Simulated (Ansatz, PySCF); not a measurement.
This singlet lies 2.28 eV below the relaxed triplet at the level frozen-core CCSD(T)/cc-pVTZ // PBE0-D3(BJ)/def2-TZVP (Ansatz, an electronic-structure program).

Z-matrix (Å, degrees):
```
Si
F 1 1.6161
S 1 2.1539 2 99.90
H 3 1.3455 1 94.86 2 0.00
```
Charge 0, spin multiplicity 1.

**Question.** What is the computed LUMO, HOMO and total energy (PBE0-D3(BJ)/def2-TZVP (PySCF))?

**Answer.** 
LUMO: -2.19 eV
HOMO: -7.37 eV
total energy: -787.8998 Ha
